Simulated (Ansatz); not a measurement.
Task: Predict a relaxed structure of CrCl₃, charge 0, quartet, at B3LYP-D4/def2-SVP (Ansatz).

Result: 
| atom | x (Å) | y (Å) | z (Å) |
| --- | --- | --- | --- |
| Cr1 | 0.010 | 0.064 | -0.006 |
| Cl2 | 2.082 | -0.393 | -0.295 |
| Cl3 | -0.767 | 0.274 | 1.978 |
| Cl4 | -1.326 | 0.055 | -1.678 |
The metal has 3 neighbours: Cl 2.14 Å, Cl 2.14 Å, Cl 2.14 Å. This is one stationary point.
